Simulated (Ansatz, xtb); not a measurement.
Relaxing a trial structure of GeH5Si2

The starting geometry of this gas-phase doublet was built from a drawn formula by distance geometry and a force field; its bonds are those of `[SiH]1[SiH2][GeH2]1`.

```xyz
8

Ge    0.5417   -0.3914    1.8611
Si    1.6282   -1.2184   -0.0025
Si    2.4055    0.6604    0.8226
H     2.4676   -2.3438    0.4256
H     3.6595    0.4743    1.6417
H     2.0417    1.8257    0.1660
H     0.8806   -1.1213    3.1711
H    -0.7706    0.3580    1.5864
```

Task: Where would you expect an optimisation with r2SCAN-D4/def2-SVP to take it?

Result: It keeps its bonds, and is `[SiH]1[SiH2][GeH2]1`.

The energy falls by 0.46 eV over 8 steps:

```
step  E − E(last) (eV)
   1             0.462
   2             0.058
   3             0.018
   4             0.014
   5             0.002
   6             0.001
   7             0.000
   8             0.000
```

Final geometry (Å):

```xyz
8

Ge    0.5257   -0.4960    1.8198
Si    1.6086   -1.3476   -0.1027
Si    2.4745    0.6038    0.8037
H     2.5065   -2.3865    0.5318
H     3.8167    0.7029    1.4498
H     2.0274    1.9246    0.2733
H     0.5709   -1.2095    3.1769
H    -0.6761    0.4518    1.7194
```

From the same start GFN2-xTB ends elsewhere, differing in Ge1–Si3 (4.45 against 2.46 Å here).

The end wasn't checked by frequencies. Open shells are spin-unrestricted. Run with Ansatz 0.2.0, 48 s on 2 threads of Intel(R) Xeon(R) Platinum 8259CL CPU @ 2.50GHz (Skylake/Cascade Lake) (shared host).
